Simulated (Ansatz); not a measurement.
Reaction (formal exchange of groups at a Ge–C bond): `O[CH2][GeH3]` + `[OH][GeH3]` → `[OH][GeH2][GeH3]` + CH₃OH

Program: Ansatz. Geometries: PBE0-D4/def2-TZVP. ΔE: electronic, gas phase. CCSD(T)/CBS adds triple-zeta CCSD(T) − MP2 to the extrapolated MP2 energy (def2 sets, frozen cores). This one scheme is used for every species. Functionals use def2-TZVPP. B3LYP here is the variant with VWN-RPA as its local correlation; programs differ in this. HSE06 is defined as in plane-wave codes. For Ge outer-core shells are correlated without core-valence functions, which leaves a few kJ/mol of doubt a bond. Scalar relativity is left out up to krypton. Each species was taken in one conformer, which may not be the lowest.

`O[CH2][GeH3]`:

Z-matrix (Å, degrees):
```
C
Ge 1 1.968
O 1 1.415 2 108.0
H 1 1.098 2 108.5 3 -121.7
H 1 1.098 2 108.5 3 121.7
H 2 1.536 1 110.0 3 -60.7
H 2 1.540 1 108.6 3 179.8
H 2 1.536 1 110.0 3 60.2
H 3 0.960 1 108.8 2 180.0
```

`[OH][GeH3]`:

```xyz
6

O    -0.377   -1.280    0.320
Ge   -0.002    0.372   -0.235
H     0.120   -1.528    1.102
H    -0.885    0.565   -1.471
H     1.494    0.482   -0.588
H    -0.349    1.389    0.870
```

`[OH][GeH2][GeH3]`:

```xyz
9

O     0.887   -0.713   -1.831
Ge    0.037   -1.019   -0.287
Ge   -0.181    1.049    0.972
H     0.383   -0.148   -2.420
H    -1.350   -1.635   -0.582
H     0.929   -2.048    0.422
H    -0.981    0.811    2.264
H    -0.927    2.095    0.124
H     1.202    1.608    1.337
```

CH₃OH:

Z-matrix (Å, degrees):
```
C
O 1 1.409
H 1 1.097 2 112.4
H 1 1.090 2 107.0 3 -118.5
H 1 1.097 2 112.4 3 123.0
H 2 0.959 1 108.5 3 -61.6
```

| level | ΔE (kJ/mol) | difference from CCSD(T)/CBS |
| --- | --- | --- |
| LDA (SPW92) | -56.8 | -2.2 |
| PBE-D4 | -61.9 | -7.3 |
| revPBE-D4 | -59.1 | -4.5 |
| BLYP-D4 | -59.6 | -5.0 |
| r2SCAN-D4 | -59.1 | -4.5 |
| B97M-V | -51.9 | 2.7 |
| PBE0-D4 | -60.8 | -6.2 |
| B3LYP-D4 | -59.3 | -4.7 |
| r2SCANh-D4 | -59.2 | -4.6 |
| r2SCAN0-D4 | -59.3 | -4.7 |
| HSE06-D4 | -61.1 | -6.5 |
| BHLYP-D4 | -58.7 | -4.1 |
| CAM-B3LYP-D4 | -54.2 | 0.4 |
| ωB97X-V | -52.9 | 1.7 |
| ωB97M-V | -53.9 | 0.7 |
| B2PLYP | -55.9 | -1.3 |
| PBE-QIDH | -56.3 | -1.7 |
| PBE | -61.6 | -7.0 |
| BLYP | -59.9 | -5.3 |
| r2SCAN | -59.0 | -4.4 |
| PBE0 | -60.4 | -5.8 |
| r2SCAN0 | -59.1 | -4.5 |
| HSE06 | -60.5 | -5.9 |
| BHLYP | -56.5 | -1.9 |
| CAM-B3LYP | -53.5 | 1.1 |
| LC-ωPBE | -53.0 | 1.6 |
| RPA@PBE/def2-TZVPP | -49.8 | 4.8 |
| HF/def2-SVP | -49.0 | 5.6 |
| MP2/def2-SVP | -48.7 | 5.9 |
| CCSD/def2-SVP | -50.2 | 4.4 |
| CCSD(T)/def2-SVP | -50.2 | 4.4 |
| HF/def2-TZVPP | -52.0 | 2.6 |
| MP2/def2-TZVPP | -52.2 | 2.4 |
| SCS-MP2/def2-TZVPP | -50.6 | 4.0 |
| CCSD/def2-TZVPP | -53.2 | 1.4 |
| HF/def2-QZVPP | -52.0 | 2.6 |
| MP2/def2-QZVPP | -53.1 | 1.5 |
| SCS-MP2/def2-QZVPP | -51.0 | 3.6 |
| MP2/CBS(def2) | -53.8 | 0.8 |
| CCSD/CBS(def2) | -54.8 | -0.2 |
| CCSD(T)/CBS | -54.6 | 0 |

(1) What do rigid-rotor, harmonic-oscillator terms from PBE0-D4/def2-TZVP frequencies (298.15 K, 1 bar) make of the CCSD(T)/CBS value? (Best estimate.)

Largest T1 diagnostic among the species: 0.012.

Results:

(1) Computed: ΔZPE = +6.8 kJ/mol, ΔH = -46.1 kJ/mol, ΔS = 8 J/(mol·K), ΔG = -48.4 kJ/mol.

From BLYP to BHLYP (50 % exact exchange), in def2-TZVPP and without D4, ΔE moves by +3.5 kJ/mol. At CCSD(T), def2-SVP lies +4.4 kJ/mol from the extrapolated value and def2-TZVPP +1.6 kJ/mol. Leaving LDA and LC-ωPBE aside and taking each functional with its dispersion term where it has one, the values spread over 10.0 kJ/mol, from PBE-D4 to B97M-V. LDA lies +4.8 kJ/mol from PBE without D4.
